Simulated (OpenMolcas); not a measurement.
## Lines of Ni3+: computed and rescaled rates

```
Program             : OpenMolcas 26.06
Method              : MS-CASPT2, IPEA 0.25 Eh, imaginary shift 0.1 Eh (closed shells correlated: 3s 3p)
Basis               : ANO-R3 [7s5p5d3f2g1h]
Scalar Hamiltonian  : X2C, finite nucleus
Active space        : 7 electrons in 5 orbitals (3d)
State averaging     : 2S+1 = 4 even, 10 roots; 2S+1 = 2 even, 40 roots
Spin-orbit coupling : RASSI with atomic mean-field integrals over the reference wave functions, term energies averaged over their components
```

Rates come from the transition moments of the reference wave functions (E1 and E2 in the length form). At fixed line strength A goes as λ^-3 for E1 and M1 and as λ^-5 for E2, so a rate at the computed wavelength can be rescaled to the measured one. Measured vacuum wavelengths follow from level energies in Corliss and Sugar, J. Phys. Chem. Ref. Data 10, 197 (1981). Branching counts decays inside the model space alone, at computed energies, and the table is only a selection of the E2 and M1 lines, drawn from those between levels with measured partners whose computed energy lies within a factor of 1.5 of the measured one.

```tsv
Upper	Lower	Type	λ computed (nm)	λ measured (nm)	A computed (s-1)	A rescaled (s-1)	Branching %
3d7 4F 3/2	3d7 4F 5/2	M1	17500	17280	1.21e-02	1.26e-02	100.0
3d7 4F 5/2	3d7 4F 7/2	M1	11880	11730	3.46e-02	3.59e-02	100.0
3d7 4F 7/2	3d7 4F 9/2	M1	8587	8405	5.34e-02	5.69e-02	100.0
3d7 2P 3/2	3d7 4P 5/2	M1	2043	1808	2.82e-01		36.5
3d7 2P 1/2	3d7 4P 1/2	M1	2011	1757	3.46e-01		92.8
3d7 2H 9/2	3d7 2G 7/2	M1	1387	1486	9.64e-02		21.1
3d7 2H 11/2	3d7 2G 9/2	M1	1366	1466	1.03e-01		98.1
3d7 2H 9/2	3d7 2G 9/2	M1	1203	1274	3.30e-01		72.3
3d7 4P 3/2	3d7 4F 5/2	E2	604.7	612.6	2.07e-02	1.94e-02	31.4
3d7 4P 1/2	3d7 4F 3/2	E2	601.6	612.1	3.64e-02	3.34e-02	47.6
3d7 4P 1/2	3d7 4F 5/2	E2	581.6	591.2	2.79e-02	2.57e-02	36.5
3d7 4P 3/2	3d7 4F 7/2	E2	575.4	582.2	3.63e-02	3.42e-02	55.0
3d7 2G 9/2	3d7 4F 7/2	M1	551.1	536.5	2.64e-01		23.2
3d7 4P 5/2	3d7 4F 9/2	E2	545.5	551.9	7.20e-02	6.79e-02	71.5
3d7 2G 7/2	3d7 4F 5/2	M1	543.3	529	2.42e-01		38.6
3d7 2G 7/2	3d7 4F 7/2	M1	519.6	506.1	3.33e-01		53.1
3d7 2G 9/2	3d7 4F 9/2	M1	517.9	504.3	8.72e-01		76.7
3d7 2F 7/2	3d7 2G 7/2	M1	429.4	436.5	3.32e-01		26.6
3d7 2D 5/2(1)	3d7 4F 7/2	M1	390.1	386	1.71e+00		78.5
3d7 2D 3/2(1)	3d7 4F 3/2	M1	386.4	382.3	8.42e-01		27.7
3d7 2D 3/2(1)	3d7 4F 5/2	M1	378.1	374	1.63e+00		53.7
3d7 2F 5/2	3d7 4F 3/2	M1	246.1	245	2.76e-01		32.3
3d7 2F 7/2	3d7 4F 9/2	M1	228.8	228	2.74e-01		21.9
3d7 2D 3/2(2)	3d7 2G 7/2	E2	209.5	215.5	9.99e+00	8.67e+00	57.9
3d7 2D 5/2(2)	3d7 2G 9/2	E2	202.3	207.6	9.97e+00	8.76e+00	49.4
```

Spin-changing lines and M1 lines between different terms are not rescaled, since their strength hangs on the term gaps too.

The largest correction is for 3d7 2D 3/2(2) → 3d7 2G 7/2 (E2): 9.99e+00 × (209.5 / 215.5)^5 = 8.67e+00 s-1, a factor of 0.87.

The computed rate and branching of 3d7 4F 7/2 → 3d7 4F 9/2 give the upper level a radiative lifetime of 1.000 / 5.34e-02 s-1 = 1.87e+01 s, counting decays inside the model space alone. The rescaled rate gives about 1.8e+01 s.

These are rates of the free ion; in crystals, glasses and complexes forced electric-dipole and non-radiative decay shorten such lifetimes by orders of magnitude. No measured rate stands beside these. Rescaling mends the energy factor alone: line strengths can still be far off where a level mixes with configurations outside the active space, and weak or spin-changing lines hang on small mixing coefficients that depend on the term gaps too, so rescaling need not improve them.

Term energies are means over components that CASPT2 splits; among the terms shown or strongly mixed into the levels shown the widest spread is 1100 cm-1 (3d7 4F). The CASPT2 spread within a term exceeds the gap to the next term for 3d7 2H and 3d7 2D(1), so the order of their levels is uncertain. Measured partners are found by configuration, term and J. A level has none where our copy of the source lacks it or the pairing is in doubt (some pairs that miss far off the trend of their configuration count as doubtful). Only configurations of the active space appear.

A number in round brackets counts repeated terms of one configuration in the order of the reference energies.
